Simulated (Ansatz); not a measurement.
Ge(vinyl)2(NMe2)2 (C₈H₁₈GeN₂). The state is a triplet with charge 0. Geometry PBE-D4/def2-SVP, that of the neutral singlet; atoms count from 1.

```xyz
29

Ge   -0.1909   -0.4654   -0.0250
C     0.7003   -2.0192   -0.8258
C     0.1191   -2.8229   -1.7367
H     1.7230   -2.2606   -0.4796
H    -0.8988   -2.6347   -2.1236
H     0.6322   -3.7098   -2.1509
C    -1.9145   -0.9398    0.7599
C    -2.3912   -0.3330    1.8633
H    -2.5181   -1.7201    0.2617
H    -1.8015    0.4443    2.3810
H    -3.3741   -0.5857    2.2990
N    -0.4658    0.7907   -1.3548
C     0.4293    0.9285   -2.4818
C    -1.2811    1.9542   -1.0832
H    -0.1380    1.1654   -3.4137
H     0.9800   -0.0164   -2.6614
H     1.1880    1.7443   -2.3534
H    -1.9913    1.7497   -0.2566
H    -0.6853    2.8603   -0.7988
H    -1.8847    2.2347   -1.9795
N     0.8068    0.3054    1.3557
C     1.1533   -0.5114    2.5002
C     1.8070    1.2957    1.0181
H     2.1010   -1.0981    2.3674
H     0.3415   -1.2329    2.7264
H     1.2964    0.1188    3.4104
H     1.4874    1.8803    0.1322
H     1.9526    2.0154    1.8588
H     2.8170    0.8622    0.7906
```

Single mean-field runs in def2-TZVP are fitted with def2-universal-jkfit. At PBE0-D4/def2-TZVP a singlet of charge 0 lies 4.27 eV below the triplet at the same geometry.

Q: Estimate the Mulliken populations from the PBE0/def2-TZVP orbitals of Ansatz.

A: 
```csv
atom,charge (e),spin (α − β)
Ge1,0.35,0.22
C2,-0.35,0.09
C3,-0.34,0.45
H4,0.10,-0.01
H5,0.10,-0.02
H6,0.11,-0.02
C7,-0.30,0.01
C8,-0.33,0.31
H9,0.11,-0.01
H10,0.11,-0.02
H11,0.12,-0.02
N12,-0.09,0.38
C13,-0.32,0.00
C14,-0.33,-0.01
H15,0.14,0.02
H16,0.19,0.00
H17,0.12,0.03
H18,0.18,0.00
H19,0.13,0.04
H20,0.14,0.02
N21,-0.09,0.44
C22,-0.33,-0.02
C23,-0.31,-0.03
H24,0.14,0.03
H25,0.19,0.00
H26,0.14,0.04
H27,0.13,0.00
H28,0.14,0.03
H29,0.14,0.04
```
Mulliken values depend strongly on the basis.

Q: Where does the spin sit?

A: Summed by element: Ge 0.22, C 0.81, H 0.15, N 0.82, of 2 unpaired in all. Largest on single atoms: C3 0.45, N21 0.44, N12 0.38.

Q: And the Mayer bond orders between heavy atoms (over 0.3)?

A: Ge1–C2 1.10 (1.96 Å); Ge1–C7 1.11 (1.95 Å); Ge1–N12 0.89 (1.85 Å); Ge1–N21 0.84 (1.87 Å); C2–C3 1.57 (1.35 Å); C7–C8 1.63 (1.35 Å); N12–C13 0.97 (1.45 Å); N12–C14 0.97 (1.45 Å); N21–C22 0.98 (1.45 Å); N21–C23 0.99 (1.45 Å).
